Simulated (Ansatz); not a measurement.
Born–Oppenheimer molecular dynamics of AlH₇O₂Si₂ (12 atoms, charge 0, multiplicity 1). It starts from a relaxed structure.

All numbers below come from RKS r2SCAN-D4/STO-3G in Ansatz.

| Property | Result |
| --- | --- |
| ensemble | NVE (Milne-controlled integrator) |
| time step | 0.5 fs |
| steps asked | 484 |
| starting velocities drawn for | 700 K |
| seed | 801710 |

First frame:

```xyz
12
Properties=species:S:1:pos:R:3
Al 0.010 -0.116 0.043
H -0.588 0.825 1.036
O 1.659 -0.077 -0.300
Si 2.253 -1.176 -1.444
H 1.672 -0.991 -2.763
H 3.680 -0.948 -1.550
H 2.049 -2.563 -1.058
O -0.808 -1.288 -0.856
Si -2.468 -1.517 -0.637
H -2.780 -2.054 0.678
H -3.235 -0.291 -0.797
H -2.921 -2.466 -1.633
```

**Question.** How far do the bonds stretch over the last three quarters of this one trajectory? (Pairs bonded in most of those frames.)

**Answer.** 
```tsv
bond	mean (Å)	spread (Å)	shortest	longest
Al1–H2	1.498	0.054	1.42	1.58
Al1–O3	1.680	0.013	1.65	1.70
Al1–O8	1.695	0.020	1.65	1.73
O3–Si4	1.689	0.016	1.65	1.72
Si4–H5	1.464	0.048	1.37	1.57
Si4–H6	1.453	0.018	1.42	1.49
Si4–H7	1.462	0.066	1.36	1.57
O8–Si9	1.696	0.019	1.66	1.73
Si9–H10	1.459	0.031	1.40	1.52
Si9–H11	1.461	0.044	1.39	1.54
Si9–H12	1.451	0.014	1.43	1.48
```

Pairs bonded in part of these frames only: Al1–Si4 25 %, Al1–Si9 48 %.

Mean temperature of the second half: 360 K. The conserved energy stayed within 0.041 meV per atom of its start (net change -0.01 meV per atom), so the integration is sound. Over the second half the temperature averaged 0.51 of the 700 K drawn at the start: a run that starts near a minimum puts about half its kinetic energy into the potential. A run of 0.24 ps of so small a system gives no equilibrium averages. Limits of this set-up: minimal basis.

Run time: 33 min on 1 thread of Arm Neoverse V2 (shared host), peak memory 0.13 GiB.
